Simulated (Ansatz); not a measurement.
Species: C$_{4}$H$_{3}$N$_{2}$ (charge -1, singlet). It need not be the lowest isomer of its formula. Whether it binds its extra electron was not tested at this geometry. 
Structure (B3LYP-D3(BJ)/def2-TZVP (Ansatz, an electronic-structure program) minimum search):
```xyz
9

C     -0.0053    -1.4842    -0.0286
N      1.1839    -0.7547    -0.0594
C      1.1703     0.5714    -0.0332
C      0.0047     1.3249     0.0255
C     -1.1662     0.5781     0.0553
N     -1.1893    -0.7480     0.0305
H      2.1414     1.0775    -0.0601
H      0.0086     2.4104     0.0464
H     -2.1337     1.0897     0.1018
```
Charge -1, spin multiplicity 1.

Basis-set convergence of Hartree-Fock and CCSD correlation energies (hartree) with Ansatz. Cores are frozen in the correlated levels unless marked. Spin-orbit coupling is left out. No relativistic terms.

```json
[
 {"basis": "aug-cc-pVDZ", "functions": "165", "E(HF)": "-262.06967", "E(corr, CCSD)": "-0.89760"},
 {"basis": "aug-cc-pVTZ", "functions": "345", "E(HF)": "-262.12265", "E(corr, CCSD)": "-1.04940"},
 {"basis": "aug-cc-pVQZ", "functions": "618", "E(HF)": "-262.13747", "E(corr, CCSD)": "-1.09542"}
]
```

Extrapolating the two largest sets (X = 3 and 4) as X^-3: E(corr) = (64·(-1.09542) - 27·(-1.04940))/37 = -1.1290 Eh, an estimate of the basis-set limit. The largest set recovers 97.0 % of it, the smallest 79.5 %.
